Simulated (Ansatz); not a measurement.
Ansatz (a quantum-chemistry and plane-wave program) input:

Ansatz 0.2 input:
```yaml
crystal:
  periodic: [false, false, false]
  atoms:
    - {symbol: C, position_ang: [2.12590234, 0.21575327, -0.52989121]}
    - {symbol: C, position_ang: [1.27305339, 0.37354648, 0.68666442]}
    - {symbol: C, position_ang: [-0.09644029, 0.15763391, 0.71202400]}
    - {symbol: C, position_ang: [-0.87867662, -0.22878443, -0.35497073]}
    - {symbol: C, position_ang: [-2.35038531, -0.44791663, -0.27651319]}
    - {symbol: H, position_ang: [1.78816592, 0.86181459, -1.34753929]}
    - {symbol: H, position_ang: [3.16633996, 0.46178038, -0.32093115]}
    - {symbol: H, position_ang: [2.09755043, -0.81035916, -0.91344511]}
    - {symbol: H, position_ang: [1.75691951, 0.67331194, 1.60767642]}
    - {symbol: H, position_ang: [-0.59932997, 0.30743240, 1.66435544]}
    - {symbol: H, position_ang: [-0.41016408, -0.38798959, -1.32057464]}
    - {symbol: H, position_ang: [-2.89142970, 0.20930104, -0.96641519]}
    - {symbol: H, position_ang: [-2.61925377, -1.47242836, -0.55705045]}
    - {symbol: H, position_ang: [-2.72951925, -0.26425903, 0.73004419]}
basis:
  gaussian:
    orbitals: def2-SVP
hamiltonian:
  xc: {name: PBE0}
magnetization: {spin_polarized: true, initial_magnetization: 1}
```

Problem. What final total energy does it print?

Solution. -195.51070 Eh (PBE0/def2-SVP). The basis has 115 functions.

It need not be the lowest isomer of its formula.
